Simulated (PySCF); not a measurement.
SMILES [GeH3][Te]I (H3GeITe) at its PBE0/def2-SVP optimised geometry (Å):

```
6

Te     1.4467     0.6129     0.0000
I      1.6422    -2.1017     0.0264
Ge    -1.1258     0.6129     0.0000
H     -1.5189     2.1017     0.0000
H     -1.6422    -0.0891    -1.2647
H     -1.6380    -0.0897     1.2659
```

Level of theory: PBE0/def2-TZVP, def2 effective core potentials past Kr (PySCF 2.14.0). The core electrons that the potentials of I, Te replace are not part of the density. Cells within 0.4 Å of a nucleus heavier than hydrogen are left out (blank, or x).

Map of the Laplacian of the electron density (e/bohr⁵), clipped to [-1.50, 1.50] on the plane z = 0.0 Å:

```
|555555555555555555555555555|
|555555555555555555555555555|
|555555555555555555555555555|
|555555555555555555555555555|
|555555555555555555555555555|
|555555555555555555555555555|
|555555555455555555555555555|
|555555551045555555555555555|
|555555554345555555555555555|
|555555555786555589955555555|
|555555559999645890995555555|
|555555559xx984590xx95555555|
|555555559xx974599xx95555555|
|555555556999555699975555555|
|555555555555555556555555555|
|555555555555555555555555555|
|555555555555555555555555555|
|555555555555555569985555555|
|555555555555555599x97555555|
|55555555555555559xx09555555|
|555555555555555590x97555555|
|555555555555555569995555555|
|555555555555555555555555555|
|555555555555555555555555555|
|555555555555555555555555555|
|555555555555555555555555555|
|555555555555555555555555555|
```
Scale: ten equal steps from -1.50 (start of '0') to 1.50 (end of '9'), in the order '0123456789'; x runs from -4.50 to 4.50, y from -4.50 (bottom) to 4.50 (top).
